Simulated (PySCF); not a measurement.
# Working out the excitation energy of Xe

Xe [Xe] (1S) → Xe [Kr] 4d10 5s2 5p5 5d1 (high-spin determinant). Computed with PySCF 2.14 in aug-cc-pwCVDZ-PP with ECP28MDF, with scalar relativity through the core potential. Frozen: 4s2 4p6 4d10. Energies in hartree (1 hartree = 27.21139 eV):

| part | Xe (lower) | Xe (upper) |
| --- | --- | --- |
| UHF | -328.291724 | -327.876385 |
| CCSD correlation | -0.125311 | -0.103603 |
| (T) | -0.002267 | -0.003635 |

Task: What does Hartree-Fock give?

Result: (-327.876385) − (-328.291724) = 0.415339 hartree = 11.302 eV.

Task: What do CCSD and CCSD(T) give?

Result: The CCSD correlation energies differ by 0.021708 hartree = 0.591 eV and the triples by -0.001368 hartree = -0.037 eV, so CCSD gives 11.893 eV and CCSD(T) 11.856 eV.

One determinant mixes LS terms, so it does not stand for a single term.

A double-zeta basis recovers only part of the correlation energy.

The coupled-cluster amplitudes are large, so a single reference is strained.
